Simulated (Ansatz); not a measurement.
Isolated molecules relaxed with PBE0-D4/def2-TZVP in Ansatz; ΔE leaves out vibrations. CCSD(T)/CBS is the MP2 limit (def2-TZVPP, def2-QZVPP) plus CCSD(T) − MP2 in def2-TZVPP, frozen cores. This one scheme is used for every species. DFT in def2-TZVPP. For Ga, Se outer-core shells are correlated without core-valence functions, which leaves a few kJ/mol of doubt a bond. Scalar relativity is left out up to krypton. One conformer a species, not always the lowest.

Consider the ligand exchange at a Ga–N bond: `B[NH][GaH][F]` + H₂Se → `[F][GaH][SeH]` + `BN`.

CCSD(T)/CBS gives -0.69 eV.

Q: Another level gave -0.75 eV. Which?
A. CAM-B3LYP/def2-TZVPP
B. PBE0/def2-TZVPP
C. CCSD(T)/def2-TZVPP
D. BHLYP-D4/def2-TZVPP

A: D. BHLYP-D4 -0.75, PBE0 -0.80, CAM-B3LYP -0.70, CCSD(T)/def2-TZVPP -0.65 eV.

Largest T1 diagnostic among the species: 0.014.

At CCSD(T), def2-SVP lies +0.06 eV from the extrapolated value and def2-TZVPP +0.03 eV. Leaving LDA and LC-ωPBE aside and taking each functional with its dispersion term where it has one, the values, not all of them listed here, spread over 0.10 eV, from PBE-D4 to CAM-B3LYP-D4. LDA lies +0.04 eV from PBE without D4.
